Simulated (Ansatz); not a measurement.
C2H7O (SMILES C[OH+]C), charge +1, singlet, at a GFN2-xTB geometry. Base run: HF/def2-SVP run with Ansatz (a quantum-chemistry and plane-wave program).

Geometry (Å):
```xyz
10

C      1.1097     0.5492     0.0486
O      0.0335    -0.2677    -0.4783
C     -1.1642    -0.2547     0.3393
H      1.4026     0.2375     1.0519
H      0.7640     1.5823     0.0694
H      1.9560     0.4719    -0.6324
H      0.3483    -1.1913    -0.5699
H     -1.9056    -0.8934    -0.1388
H     -1.5396     0.7678     0.3639
H     -0.9667    -0.6002     1.3547
```
Charge +1, spin multiplicity 1.
All else is at Ansatz's defaults.
Base energy -154.26928 Eh.

Variants of this job, named by their change:

| change | ΔE vs base (mEh) |
|---|---|
| base | 0.000 |
| fitting.mean_field = cc-pVTZ-JKFIT | 0.006 |
| lower_state_search = full | 0.000 |
| point_charge = charge:1.0 position_ang:-4.759, -1.8701, 0.4937 | 105.5 |
| lower_state_search = off | 0.000 |
| point_charge = charge:0.5 position_ang:-3.6265, 3.1284, 2.075 | 49.269 |
| lower_state_search = light | 0.000 |
| nuclear_model = gaussian | 0.018 |
| fitting.mean_field = def2-universal-JKFIT | 0.063 |
| point_charge = charge:-1.0 position_ang:4.0163, -1.5564, 2.9353 | -105.2 |
| forces = on | -0.010 |
